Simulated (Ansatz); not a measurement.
Born–Oppenheimer molecular dynamics of AlH5O3S (10 atoms, charge 0, multiplicity 1). It starts from a rough guess of a transition structure, not a stationary point.

Theory: UKS B3LYP/STO-3G (Ansatz).

```json
{
 "ensemble": "NVE (velocity Verlet)",
 "time step": "0.5 fs",
 "steps asked": "150",
 "starting velocities drawn for": "100 K",
 "seed": "141382"
}
```

Frames 0.5 fs apart, positions in Å, forces in eV/Å.

Velocities at 25.0 fs (Å/ps):

```
Al 5.56 9.30 -9.73
S -2.22 -5.22 7.04
O -1.97 -2.78 -2.00
O -4.22 -5.15 1.03
H -30.44 26.98 46.77
O 3.58 0.97 0.33
H -16.77 -5.82 -7.66
H -10.96 2.99 45.35
H 63.43 6.03 5.15
H -42.01 -2.58 -43.25
```

```xyz
10
Properties=species:S:1:pos:R:3:forces:R:3 time_fs=25.0 energy_less_start_eV=-1.138 T=1192
Al 0.132 -0.364 0.077 3.83 -6.91 -0.50
S 0.768 1.004 -1.466 1.41 0.73 -3.22
O 1.246 -0.753 1.402 -1.14 -0.10 -2.57
O -0.904 -1.692 -0.461 0.72 1.97 0.76
H -0.289 1.469 -0.392 -0.13 0.97 0.31
O -0.667 0.947 0.568 -4.21 5.66 3.69
H -0.130 0.678 -2.450 0.29 -0.01 0.37
H 1.341 -1.559 0.738 1.69 -1.18 1.57
H -1.567 -1.077 0.061 -1.89 -1.42 -0.33
H -0.152 1.345 1.347 -0.57 0.28 -0.07
10
Properties=species:S:1:pos:R:3:forces:R:3 time_fs=25.5 energy_less_start_eV=-1.069 T=1126
Al 0.135 -0.360 0.072 3.95 -7.13 -0.59
S 0.767 1.002 -1.462 1.18 0.85 -3.42
O 1.245 -0.754 1.401 -1.27 0.48 -2.18
O -0.906 -1.694 -0.460 1.38 1.72 0.45
H -0.304 1.483 -0.368 0.00 0.84 0.04
O -0.666 0.948 0.568 -5.00 5.08 2.68
H -0.138 0.676 -2.454 0.48 0.05 0.57
H 1.337 -1.558 0.762 1.72 -1.68 1.17
H -1.538 -1.076 0.063 -2.61 -1.06 0.08
H -0.173 1.343 1.325 0.18 0.87 1.21
10
Properties=species:S:1:pos:R:3:forces:R:3 time_fs=26.0 energy_less_start_eV=-0.976 T=1039
Al 0.139 -0.356 0.068 4.00 -7.28 -0.63
S 0.766 0.999 -1.459 1.01 0.97 -3.59
O 1.244 -0.755 1.399 -1.36 1.03 -1.81
O -0.908 -1.697 -0.460 1.94 1.46 0.15
H -0.319 1.500 -0.344 0.10 0.69 -0.22
O -0.665 0.950 0.569 -5.76 4.38 1.56
H -0.145 0.673 -2.456 0.62 0.10 0.73
H 1.338 -1.562 0.790 1.70 -2.14 0.78
H -1.515 -1.077 0.065 -3.20 -0.72 0.47
H -0.195 1.345 1.306 0.95 1.51 2.56
10
Properties=species:S:1:pos:R:3:forces:R:3 time_fs=26.5 energy_less_start_eV=-0.907 T=976
Al 0.142 -0.353 0.063 3.98 -7.37 -0.64
S 0.765 0.997 -1.456 0.90 1.09 -3.71
O 1.242 -0.756 1.397 -1.42 1.48 -1.51
O -0.909 -1.699 -0.459 2.34 1.28 -0.08
H -0.335 1.518 -0.321 0.19 0.54 -0.47
O -0.665 0.952 0.570 -6.32 3.73 0.64
H -0.150 0.670 -2.456 0.71 0.13 0.84
H 1.343 -1.571 0.819 1.64 -2.46 0.49
H -1.499 -1.080 0.069 -3.58 -0.46 0.77
H -0.214 1.349 1.294 1.56 2.04 3.69
10
Properties=species:S:1:pos:R:3:forces:R:3 time_fs=27.0 energy_less_start_eV=-0.927 T=998
Al 0.146 -0.351 0.058 3.89 -7.42 -0.60
S 0.764 0.994 -1.454 0.85 1.23 -3.80
O 1.241 -0.757 1.395 -1.41 1.69 -1.35
O -0.910 -1.700 -0.458 2.53 1.23 -0.18
H -0.349 1.538 -0.299 0.26 0.39 -0.68
O -0.666 0.955 0.571 -6.48 3.34 0.24
H -0.154 0.668 -2.454 0.76 0.14 0.89
H 1.351 -1.587 0.849 1.52 -2.52 0.34
H -1.492 -1.084 0.074 -3.72 -0.34 0.91
H -0.229 1.359 1.290 1.80 2.25 4.24
10
Properties=species:S:1:pos:R:3:forces:R:3 time_fs=27.5 energy_less_start_eV=-1.069 T=1133
Al 0.151 -0.349 0.052 3.73 -7.42 -0.52
S 0.764 0.992 -1.451 0.87 1.36 -3.85
O 1.239 -0.758 1.393 -1.33 1.61 -1.34
O -0.911 -1.702 -0.458 2.48 1.35 -0.12
H -0.363 1.558 -0.278 0.31 0.25 -0.85
O -0.668 0.959 0.573 -6.17 3.35 0.57
H -0.156 0.666 -2.450 0.76 0.14 0.88
H 1.364 -1.607 0.880 1.35 -2.27 0.36
H -1.494 -1.089 0.082 -3.58 -0.40 0.88
H -0.240 1.374 1.296 1.60 2.03 4.01
10
Properties=species:S:1:pos:R:3:forces:R:3 time_fs=28.0 energy_less_start_eV=-1.303 T=1355
Al 0.155 -0.348 0.047 3.50 -7.38 -0.40
S 0.763 0.990 -1.449 0.94 1.51 -3.86
O 1.237 -0.759 1.391 -1.17 1.22 -1.45
O -0.912 -1.703 -0.457 2.22 1.61 0.09
H -0.377 1.580 -0.260 0.35 0.10 -0.96
O -0.671 0.962 0.574 -5.49 3.73 1.48
H -0.156 0.664 -2.445 0.70 0.12 0.82
H 1.379 -1.634 0.913 1.10 -1.70 0.50
H -1.505 -1.095 0.091 -3.19 -0.61 0.67
H -0.247 1.394 1.312 1.04 1.41 3.10
10
Properties=species:S:1:pos:R:3:forces:R:3 time_fs=28.5 energy_less_start_eV=-1.558 T=1597
Al 0.160 -0.347 0.042 3.19 -7.30 -0.25
S 0.762 0.988 -1.447 1.07 1.65 -3.82
O 1.234 -0.759 1.388 -0.93 0.59 -1.59
O -0.912 -1.704 -0.457 1.80 1.96 0.41
H -0.389 1.601 -0.243 0.37 -0.05 -1.00
O -0.675 0.967 0.575 -4.64 4.28 2.66
H -0.154 0.663 -2.437 0.60 0.08 0.70
H 1.397 -1.664 0.946 0.79 -0.89 0.70
H -1.523 -1.102 0.103 -2.61 -0.92 0.33
H -0.252 1.417 1.335 0.35 0.60 1.86
10
Properties=species:S:1:pos:R:3:forces:R:3 time_fs=29.0 energy_less_start_eV=-1.766 T=1797
Al 0.166 -0.348 0.037 2.82 -7.16 -0.07
S 0.762 0.986 -1.446 1.24 1.80 -3.72
O 1.232 -0.759 1.385 -0.62 -0.17 -1.69
O -0.912 -1.705 -0.456 1.27 2.32 0.78
H -0.401 1.622 -0.230 0.39 -0.22 -0.97
O -0.680 0.972 0.577 -3.79 4.81 3.76
H -0.151 0.662 -2.427 0.45 0.03 0.53
H 1.417 -1.697 0.981 0.45 0.04 0.87
H -1.547 -1.112 0.115 -1.91 -1.24 -0.07
H -0.256 1.442 1.363 -0.30 -0.22 0.59
10
Properties=species:S:1:pos:R:3:forces:R:3 time_fs=29.5 energy_less_start_eV=-1.898 T=1925
Al 0.171 -0.349 0.032 2.40 -6.96 0.14
S 0.761 0.984 -1.445 1.45 1.95 -3.58
O 1.230 -0.759 1.382 -0.28 -0.92 -1.69
O -0.911 -1.706 -0.455 0.71 2.62 1.13
H -0.411 1.643 -0.218 0.39 -0.39 -0.88
O -0.685 0.978 0.580 -3.04 5.21 4.60
H -0.147 0.661 -2.416 0.26 -0.03 0.32
H 1.438 -1.730 1.018 0.09 0.96 0.96
H -1.576 -1.124 0.127 -1.17 -1.53 -0.49
H -0.260 1.466 1.392 -0.81 -0.91 -0.50
10
Properties=species:S:1:pos:R:3:forces:R:3 time_fs=30.0 energy_less_start_eV=-1.962 T=1989
Al 0.177 -0.350 0.026 1.94 -6.71 0.36
S 0.761 0.982 -1.444 1.68 2.11 -3.40
O 1.227 -0.760 1.379 0.06 -1.58 -1.60
O -0.911 -1.706 -0.454 0.16 2.84 1.44
H -0.421 1.663 -0.209 0.39 -0.58 -0.75
O -0.690 0.985 0.583 -2.43 5.41 5.11
H -0.142 0.660 -2.404 0.04 -0.11 0.07
H 1.460 -1.760 1.057 -0.25 1.77 0.94
H -1.608 -1.140 0.137 -0.44 -1.73 -0.86
H -0.267 1.488 1.420 -1.15 -1.42 -1.32
10
Properties=species:S:1:pos:R:3:forces:R:3 time_fs=30.5 energy_less_start_eV=-1.986 T=2014
Al 0.183 -0.352 0.021 1.46 -6.42 0.60
S 0.761 0.981 -1.443 1.92 2.26 -3.18
O 1.224 -0.760 1.375 0.39 -2.09 -1.40
O -0.910 -1.706 -0.453 -0.34 2.94 1.68
H -0.430 1.681 -0.201 0.38 -0.75 -0.59
O -0.696 0.992 0.587 -1.93 5.43 5.31
H -0.137 0.659 -2.393 -0.20 -0.19 -0.19
H 1.480 -1.786 1.099 -0.57 2.42 0.83
H -1.641 -1.161 0.146 0.23 -1.84 -1.17
H -0.276 1.506 1.445 -1.34 -1.76 -1.88
```

Of the whole run (75 fs, mean temperature of the second half 1411 K): The conserved energy stayed within 1.2 meV per atom of its start (net change -0.46 meV per atom), so the integration is sound. The system heated up, since it started high on the potential surface and ran downhill. A run of 0.075 ps of so small a system gives no equilibrium averages. The orbitals stay closed-shell, which can raise the energy where a bond breaks towards radicals; this wasn't checked here. Limits of this set-up: minimal basis.

Time of the run: 8.7 min on 1 thread of Arm Neoverse V1, on a shared host, peak memory 0.14 GiB.
